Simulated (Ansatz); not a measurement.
Input file for Ansatz (a quantum-chemistry and plane-wave program): R-CCSD(T)/cc-pV(Q+d)Z on SiH4 (SMILES [SiH4]). The basis file is the Basis Set Exchange's JSON of that set.

Ansatz 0.2 input:
```yaml
crystal:
  periodic: [false, false, false]
  atoms:
    - {symbol: Si, position_ang: [0.00000053, 0.00001668, -0.00000201]}
    - {symbol: H, position_ang: [-0.16914983, 1.22354657, -0.81594807]}
    - {symbol: H, position_ang: [-0.74398622, 0.14791459, 1.27122361]}
    - {symbol: H, position_ang: [1.43708743, -0.20475324, 0.29026913]}
    - {symbol: H, position_ang: [-0.52395191, -1.16662460, -0.74554265]}
basis:
  gaussian:
    orbitals: cc-pV_Q+d_Z.json
magnetization: {spin_polarized: false}
correlation: {method: ccsd_t, electrons: outside_noble_gas}
scf: {lower_state_search: off}
```

Program output:

```
WARN ansatz: RAYON_NUM_THREADS=4 ignored (pool sized by the plan → 4); use --threads N
Functional definition: HF
these checks for a lower state are left out or cut short: stability, starts, cluster_reference, orbital_swaps, neighbouring_geometries, increment
integrals: 0.65 GiB planned
1072 factors; integrals over basis functions are off by at most 8.3e-4 eV
mean field: 0.43 GiB planned
mean field evaluation 1: about -7925.1075 eV, gradient 1.0e1 eV
mean field evaluation 2: about -7925.1079 eV, gradient 1.0e1 eV
mean field evaluation 4: about -7925.7939 eV, gradient 3.5e-1 eV
mean field evaluation 8: about -7925.7943 eV, gradient 1.3e-5 eV
mean field -7925.79428760 eV, -291.2675677731 hartree, gradient 2.9e-6 eV, S^2 0.000000; 0 other end points of the search recorded, 0 dependent functions left out
5 core orbitals not correlated
reference -7925.79428760 eV, -291.2675677731 hartree; 4, 4 occupied and 175, 175 virtual orbitals, 1072 factors
second order -4.15860736 eV of doubles, -0.00000000 eV of singles
coupled cluster: 1.20 GiB planned
cycle   1  -4.68812212 eV  change   -5.3e-1 eV  update   5.4e-2
cycle   2  -4.90603979 eV  change   -2.2e-1 eV  update   1.9e-2
cycle   3  -4.91127958 eV  change   -5.2e-3 eV  update   4.4e-3
cycle   4  -4.90936818 eV  change    1.9e-3 eV  update   1.6e-3
cycle   5  -4.90919772 eV  change    1.7e-4 eV  update   4.3e-4
cycle   6  -4.90913860 eV  change    5.9e-5 eV  update   9.1e-5
cycle   7  -4.90915243 eV  change   -1.4e-5 eV  update   1.9e-5
cycle   8  -4.90915998 eV  change   -7.6e-6 eV  update   4.7e-6
perturbative correction -0.11589708 eV, -0.0042591390 hartree
Total energy: -7930.81934466 eV, -291.4522352140 hartree
Checks for a lower state left out: stability, starts, cluster_reference, orbital_swaps, neighbouring_geometries, increment
```

The calculation finished and met its thresholds.

Cost: about 17 core-seconds (a rough figure).
